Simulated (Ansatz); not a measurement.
## F2GeHSi2: which of two structures lies lower

We compare X, a doublet given by its coordinates, with Y, a doublet given by its coordinates. Both are isolated molecules in the gas phase, relaxed with PBE0-D3(BJ)/def2-SVP.

X (Å):

```xyz
6

F    -1.7154   -0.3333   -1.0740
F    -0.9072    0.0812   -3.4074
Ge    1.1215   -2.3417   -1.7916
Si   -0.7982   -1.0137   -2.2207
Si   -0.7483   -3.2688   -2.6039
H    -1.6449   -4.3564   -3.1076
```

Close contacts (Å): F1–Si4 1.62, F2–Si4 1.62, Ge3–Si4 2.37, Ge3–Si5 2.24, Si4–Si5 2.29, Si5–H6 1.50.

Y (Å):

```tsv
atom	x (Å)	y (Å)	z (Å)
F	-1.1684	1.8061	-2.8256
F	-2.0207	-0.4639	-2.2025
Ge	0.7863	-0.7032	-4.2643
Si	-1.1386	0.2727	-3.3419
Si	-1.0096	-0.3792	-5.5397
H	2.2192	-1.1499	-3.9313
```

Close contacts (Å): F1–Si4 1.62, F2–Si4 1.62, Ge3–Si4 2.35, Ge3–Si5 2.23, Si4–Si5 2.30, Ge3–H6 1.54.

Estimate which is lower in electronic energy at CCSD(T)/def2-SVP, and by roughly how much.

The CCSD(T)/def2-SVP calculation puts structure X lower, by 21.1 kJ/mol.

The same difference at several levels:

| level | geometry | E(Y) − E(X) (kJ/mol) | departure from the last row (kJ/mol) | job, with rough time for the two |
| --- | --- | --- | --- | --- |
| PBE0-D3(BJ)/def2-SVP | PBE0-D3(BJ)/def2-SVP | +27.4 | +6.3 | optimisation, 33 s |
| HF/def2-SVP | PBE0-D3(BJ)/def2-SVP | +25.6 | +4.5 | part of the CCSD(T) run |
| MP2/def2-SVP | PBE0-D3(BJ)/def2-SVP | +21.6 | +0.5 | part of the CCSD(T) run |
| CCSD(T)/def2-SVP | PBE0-D3(BJ)/def2-SVP | +21.1 |  | single point, 43 s |

The levels shown agree on the order. The largest departure from CCSD(T)/def2-SVP is that of PBE0-D3(BJ)/def2-SVP, 6.3 kJ/mol. Levels run at GFN2-xTB geometries aren't shown.

With harmonic frequencies from PBE0-D3(BJ)/def2-SVP (ideal gas, rigid rotor, one conformer each, 298.15 K, 1 atm): the zero-point term adds −0.7 kJ/mol; ΔH is +20.5 and ΔG +20.6 kJ/mol.

Open shells are spin-unrestricted, with notable spin contamination under HF/def2-SVP, MP2/def2-SVP, CCSD(T)/def2-SVP. The correlated steps freeze 21 core orbitals; the filled d shell of Ge is correlated, in a basis made for valence electrons. Codes used: Ansatz 0.2.0; the last row on 2 threads of Intel(R) Xeon(R) 6975P-C (Granite Rapids) on a shared host.
